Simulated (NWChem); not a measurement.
Molecule: AsH, triplet; SMILES [AsH]

```xyz
2

As     0.0000     0.0000    -0.0528
H      0.0000     0.0000     1.4782
```
Atoms are numbered in this order, from 1.

Coordinates come from a PBE0-D3(BJ)/def2-TZVP, spin-unrestricted optimisation. No stability test was run on the SCF state.

List the 6 lowest vertical excitations from CAM-B3LYP/def2-SVP, spin-unrestricted, TDA (NWChem).


| state | energy (eV) | oscillator strength | <S²> |
|---|---|---|---|
| state 1 | 3.83 | 0.010 | 2.01 |
| state 2 | 3.83 | 0.010 | 2.01 |
| state 3 | 5.96 | 0.000 | 2.00 |
| state 4 | 5.96 | 0.000 | 2.00 |
| state 5 | 7.32 | 0.000 | 3.99 |
| state 6 | 10.15 | 0.144 | 2.01 |
